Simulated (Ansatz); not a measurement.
[MnCl4]- (MnCl4⁻), relaxed as a quintet with UKS PBE-D4/def2-SVPD in Ansatz, starting from the GFN2-xTB geometry. Force threshold 0.02 eV/Å.

Start:

```xyz
5

Mn    0.0001    0.0002    0.0003
Cl   -1.2867    1.6564   -0.3409
Cl    1.7853    0.9204   -0.6946
Cl    0.3913   -1.9352   -0.7856
Cl   -0.8899   -0.6418    1.8208
```

| step | energy (eV) | largest force component (eV/Å) | SCF passes |
| --- | --- | --- | --- |
| 1 | -81374.0347 | 1.735 | 17 |
| 2 | -81374.4133 | 0.379 | 22 |
| 3 | -81374.4387 | 0.059 | 22 |
| 4 | -81374.4394 | 0.004 | 21 |

Force components are those of the run's own axes.

End:

Cartesian coordinates in Å:
```
Mn 0.000 0.000 0.000
Cl -1.400 1.703 -0.432
Cl 1.918 0.976 -0.644
Cl 0.345 -2.032 -0.895
Cl -0.863 -0.648 1.971
```

By distances, no bond broke or formed. The bond that changes most is Mn1–Cl2, from 2.12 to 2.25 Å (atoms count from 1).

No frequencies were taken in this run, so the end may be a saddle point.

Run time 9.5 s (4 threads of Arm Neoverse V1 on a shared host).
